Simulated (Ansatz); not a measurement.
The same path of Cl4Ti + H2 (7 atoms, charge 0, multiplicity 1) was run twice with different band settings. Lost on the way: Ti1–Cl2, H6–H7. Made: Ti1–H6, Cl2–H7.

The calculation used RKS PBE/def2-SVP in Ansatz 0.2.0.

Relaxed end points:

```xyz
7
Properties=species:S:1:pos:R:3
Ti 0.486 0.000 -0.092
Cl 0.578 0.000 2.081
Cl 2.504 0.000 -0.901
Cl -0.565 1.776 -0.776
Cl -0.565 -1.776 -0.776
H -3.192 0.000 1.230
H -2.737 0.000 1.849
```

```xyz
7
Properties=species:S:1:pos:R:3
Ti -0.321 0.000 -0.714
Cl -0.935 0.000 3.630
Cl 1.720 0.000 0.011
Cl -0.959 1.828 -1.681
Cl -0.959 -1.828 -1.681
H -1.203 0.000 0.729
H -0.834 0.000 2.320
```

Common settings: movable images 7; climbing image yes; spring 5.0 eV/Å²; optimiser quadratic models (default); force threshold 0.05 eV/Å; iteration limit 60; end points relaxed.

| run | start path |
| --- | --- |
| 1 | through a guess of the saddle point |
| 2 | straight line |

Q: What does each run give, and how far can it be trusted?

A: Run 1: converged after 10 iterations, highest image 1.855 eV above the first end. A vibrational analysis at the climbing image gives 2 clearly imaginary modes (100i, 57i cm⁻¹): a point of higher order. A lower path may pass nearby, or the ends, which weren't checked, may share the extra mode.
Run 2: converged after 11 iterations, highest image 1.855 eV above the first end. Another band between the same ends (7 images) ends at a top of the same energy, where a vibrational analysis finds 2 clearly imaginary modes.
The orbitals stay closed-shell, which can raise the energy where a bond breaks towards radicals; this wasn't checked here.
